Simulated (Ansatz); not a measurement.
Ansatz (a program for electronic structure) input (B3LYP-D3(BJ)/def2-TZVP):

Ansatz 0.2 input:
```yaml
crystal:
  periodic: [false, false, false]
  atoms:
    - {symbol: Mg, position_ang: [0.53757287, -0.02279477, -0.11734956]}
    - {symbol: Br, position_ang: [-0.46697680, 1.76640979, -1.37014063]}
    - {symbol: Br, position_ang: [-0.04309271, -1.72249562, 1.48068090]}
basis:
  gaussian:
    orbitals: def2-TZVP
hamiltonian:
  xc: b3lyp
  dispersion: d3bj
total_charge: 1
magnetization: {spin_polarized: true, initial_magnetization: 1}
relax: {f_tol: 0.002, max_steps: 150}
```

End of the output:

```
integrals: 0.08 GiB planned
985 factors; integrals over basis functions are off by at most 1.9e-4 eV
mean field: 1.13 GiB planned
mean field -145533.12231044 eV, -5348.2435990152 hartree, gradient 8.3e-6 eV, S^2 0.754538; 0 other end points of the search recorded, 0 dependent functions left out
the calculation of the forces begins
reference -145533.12253721 eV, -5348.2436073488 hartree; 41, 40 occupied and 87, 88 virtual orbitals, 985 factors
relax step   7: F+E_penalty+E_count = -145533.26554707 eV  Δ(F+E_penalty+E_count) = -3.240e-4 eV  max|allowed force component| = 1.904e-3 eV/Å  Δτ_max = 0.0203 Å  (67 SCF iters, accepted)
these checks for a lower state are left out or cut short: starts, cluster_reference, orbital_swaps, neighbouring_geometries, increment
integrals: 0.08 GiB planned
985 factors; integrals over basis functions are off by at most 1.9e-4 eV
mean field: 1.13 GiB planned
mean field -145533.12234437 eV, -5348.2436002624 hartree, gradient 6.3e-6 eV, S^2 0.754538; 0 other end points of the search recorded, 0 dependent functions left out
the calculation of the forces begins
reference -145533.12257115 eV, -5348.2436085963 hartree; 41, 40 occupied and 87, 88 virtual orbitals, 985 factors
relax step   8: F+E_penalty+E_count = -145533.26556296 eV  Δ(F+E_penalty+E_count) = -1.589e-5 eV  max|allowed force component| = 1.892e-3 eV/Å  Δτ_max = 0.0095 Å  (96 SCF iters, accepted)
integrals: 0.08 GiB planned
985 factors; integrals over basis functions are off by at most 1.9e-4 eV
mean field: 1.13 GiB planned
mean field evaluation 192: about -145533.1007 eV, gradient 5.0e-1 eV
mean field evaluation 224: about -145533.0208 eV, gradient 5.3e-1 eV
mean field evaluation 256: about -145533.1223 eV, gradient 1.3e-5 eV
mean field evaluation 288: about -145533.0205 eV, gradient 2.9e0 eV
mean field -145533.12234437 eV, -5348.2436002624 hartree, gradient 6.3e-6 eV, S^2 0.754538; 10 other end points of the search recorded, 0 dependent functions left out
the calculation of the forces begins
reference -145533.12257115 eV, -5348.2436085963 hartree; 41, 40 occupied and 87, 88 virtual orbitals, 985 factors
Total energy: -145533.26578973 eV, -5348.2488717822 hartree
Atom 0 at     0.011214     0.006924    -0.002715 Å, force    -0.000352     0.000020     0.000077 eV/Å
Atom 1 at    -0.216098     1.852798    -1.510188 Å, force     0.000405    -0.001892     0.001499 eV/Å
Atom 2 at     0.232388    -1.838602     1.506094 Å, force    -0.000053     0.001872    -0.001576 eV/Å
Dipole moment:     0.002841    -0.000160    -0.000619 e Å
```
